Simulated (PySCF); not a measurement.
A GIAO shielding run with PySCF (density fitting, non-relativistic, gas phase) on `N#C/C(=C\[SiH2]C)SC`, C$_{5}$H$_{9}$NSSi:

```
$ OMP_NUM_THREADS=1 python probes_run.py task.json out

{"job": {"kind": "nmr", "xc": "PBE0", "basis": "pcSseg-1"}, "charge": 0, "multiplicity": 1}
C     -2.822978     0.365264     0.542529
Si    -1.969202    -0.918073    -0.565517
C     -0.373888    -0.157387    -1.226668
C      0.739898     0.003932    -0.498398
C      0.812029    -0.389984     0.849364
N      0.893856    -0.695706     1.952545
S      2.209925     0.746515    -1.168578
C      3.389539     0.603797     0.205764
H     -2.200821     0.609354     1.399817
H     -3.021570     1.287979     0.003399
H     -3.770741    -0.008544     0.917766
H     -2.789522    -1.243098    -1.736689
H     -1.650362    -2.128424     0.196700
H     -0.335770     0.183071    -2.252389
H      3.024918     1.153975     1.068442
H      3.541896    -0.442254     0.456193
H      4.315793     1.041614    -0.154190
```

Hardware: 1 thread of an Arm Neoverse N1, shared host. The job also computes population analyses, field gradients.

Problem. How large is the calculation?

Solution. 76 electrons, 195 basis functions and 1051 auxiliary functions.

Problem. How long does it take, and how much memory does it need?

Solution. 70 s of wall time, with 14 SCF cycles and 5 response iterations; peak memory 0.87 GiB. Times on a shared host scatter by some tens of per cent.
